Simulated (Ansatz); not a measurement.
The Al1–H2 bond of AlFH2 (SMILES [F][AlH2]) is stretched (multiplicity 1, the rest rigid).
Geometry at rest (charge 0, multiplicity 1):
```xyz
4

Al    -0.247    -0.479     0.158
H      0.471    -1.312     1.279
H     -1.589    -0.859    -0.560
F      0.481     0.933    -0.309
```

Cores are frozen in the correlated methods.

Programs: Ansatz (Gaussian basis) for Hartree–Fock, density functionals and correlated methods. Values without a source in brackets are computed.

Energies above the point at 1.570 Å (the B3LYP-D3(BJ) bond length), FIC-MRCISD+Q on CASSCF(2,2)/cc-pV(T+d)Z (kcal/mol): 4.99 at 1.413 Å; 3.28 at 1.727 Å; 88.06 at 5.024 Å.

Q: Take the last value as the depth D of a Morse curve D(1 − e^(−a(R − R₀)))², fit a and R₀ to the two near points, and test it at 2.119 and 2.747 Å.

A: 
With D = 88.1, both near points (counted from the curve's value at 1.570 Å) are met by a = 1.36 Å⁻¹ and R₀ = 1.569 Å, so k = 2Da² = 328 kcal/(mol Å²). The curve then gives 24.5 and 56.3 kcal/mol; the level itself gives 25.4 and 61.5, so Morse is off by -0.9 and -5.2.

Ansatz is an electronic-structure program.
